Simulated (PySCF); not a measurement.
Saddle point of GeH$_{3}$F, closed shell (GeH₂ + HF → GeHF ([F][GeH]) + H₂; bonds formed: Ge1–F3, H2–H5; bonds broken: Ge1–H5, H2–F3), PBE0-D4/def2-TZVP structure:

```
5
angstrom
Ge -0.8572 -0.5514 -0.3267
H 0.7881 -0.0843 0.4211
F 1.1212 -0.2455 -0.7208
H -1.1280 1.0072 -0.5084
H 0.0758 -0.1260 1.1349
```

Energies are electronic, without zero-point energy. Barriers and step energies count from the start structure reached by relaxing down the imaginary mode; all methods use the PBE0-D4 structures, on which another method's saddle can fall below an end. Computed with PySCF 2.14 with density fitting (its default auxiliary sets; JK sets also for MP2 and CCSD(T)) (basis: def2-TZVPP, with def2-QZVPP for the basis limit); correlated methods freeze the cores. Filled d shells of the heavier atoms are correlated. The def2 sets are not built for correlating such inner shells, so the correlated values are less sure here. B3LYP uses VWN-RPA correlation. Extrapolation: Hartree–Fock as exp(−7.88 √X), correlation as X^−2.97.

```tsv
method	barrier (kcal/mol)	step energy (kcal/mol)
SPW92	0.36	-15.30
PBE-D4	?	-17.42
r2SCAN-D4	?	-17.25
PBE0-D4	8.57	-15.39
B3LYP-D4	?	-17.65
BHLYP-D4	13.81	-15.93
wB97M-V	10.68	-16.01
HF	23.28	-14.10
MP2	11.11	-16.11
CCSD	14.84	-14.19
CCSD(T)	12.69	-14.83
```

Q: Fill in the withheld barriers. (An estimate is asked for; the value comes from the calculation.)

A: By the calculation: PBE-D4 4.21; r2SCAN-D4 6.41; B3LYP-D4 9.07 kcal/mol. Each is the energy of the saddle less that of the start structure, by the same method.

For comparison, the barrier by CCSD(T) at an estimated basis limit (MP2 extrapolated from triple and quadruple zeta, plus CCSD(T) − MP2 in triple zeta) is 11.80 kcal/mol.

No T1 diagnostic of these runs exceeds 0.014.

Labels in which every atom is bracketed show which atoms are joined, not bond orders.

For scale, one of the runs: CCSD(T)/def2-TZVPP, 121 basis functions, launched by `OMP_NUM_THREADS=4 python run.py`. Time: 41 s of wall clock on 4 CPU threads of a Oxide Virtual Turin-like; the host was shared. Peak host memory: 0.66 GiB.
